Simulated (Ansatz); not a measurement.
Geometry optimisation, RHF/def2-SVP (Ansatz).

The input (input.yaml):

```yaml
crystal:
  periodic: [false, false, false]
  atoms:
    - { symbol: B, position_ang: [0.0, 0.0, 0.0] }
    - { symbol: H, position_ang: [0.0, 0.0, 1.54] }
    - { symbol: O, position_ang: [1.2211, 0.0, -0.705] }
    - { symbol: H, position_ang: [1.5209, -0.9519, -0.8599] }
    - { symbol: C, position_ang: [-1.3856, 0.0, -0.8] }
    - { symbol: H, position_ang: [-1.9458, -0.9305, -0.5708] }
    - { symbol: H, position_ang: [-1.9898, 0.8797, -0.4946] }
    - { symbol: H, position_ang: [-1.1839, 0.0508, -1.8903] }
    - { symbol: Cl, position_ang: [0.0968, 2.0475, 0.6811] }
    - { symbol: H, position_ang: [0.0414, 0.8758, 1.6586] }
basis:
  gaussian: { orbitals: def2-SVP }
hamiltonian:
  xc: hf
relax:
  f_tol: 0.15
  max_steps: 25
  restrain:
    - { distance: [0, 8], at: 3.06, k: 30.0 }
    - { distance: [9, 1], at: 1.86, k: 30.0 }
    - { distance: [0, 1], at: 1.19, k: 30.0 }
    - { distance: [9, 8], at: 1.37, k: 30.0 }
```

Launched with:

```bash
$ ansatz run input.yaml --threads 1 --pin off --max-ram 2048MiB --backend cpu --events-out ev --progress --plain --runs-dir out
```

Q: Where does it end, and by what steps?

A: The run converged. The restraints hold the end off the free minimum. After 11 steps the energy has fallen by 3.414 eV (the restraints' own energy left out); H4 moved furthest, 0.63 Å. Joined: B1–H2 (1.54 → 1.20 Å).

| step | energy less start (eV) | largest force component (eV/Å) | accepted |
| --- | --- | --- | --- |
| 0 | 0.0000 | 4.396 | yes |
| 1 | -1.0494 | 2.839 | yes |
| 2 | -1.9888 | 2.875 | yes |
| 3 | -2.5550 | 2.601 | yes |
| 4 | -2.8315 | 1.767 | yes |
| 5 | -2.9859 | 1.868 | yes |
| 6 | -3.0839 | 2.394 | yes |
| 7 | -3.3084 | 1.767 | yes |
| 8 | -3.3917 | 1.512 | yes |
| 9 | -3.3978 | 1.617 | yes |
| 10 | -3.3878 | 1.792 | no |
| 11 | -3.4136 | 1.463 | yes |

```xyz
10
Properties=species:S:1:pos:R:3
B -0.049 -0.289 -0.126
H 0.016 -0.397 1.068
O 1.052 -0.495 -0.874
H 1.842 -0.683 -0.393
C -1.445 -0.051 -0.812
H -2.020 -0.983 -0.771
H -2.041 0.708 -0.299
H -1.339 0.231 -1.860
Cl 0.281 2.545 1.013
H 0.077 1.387 1.613
```

Time of the run: 21 s on 1 thread of Arm Neoverse V2, on a shared host, peak memory 0.16 GiB.
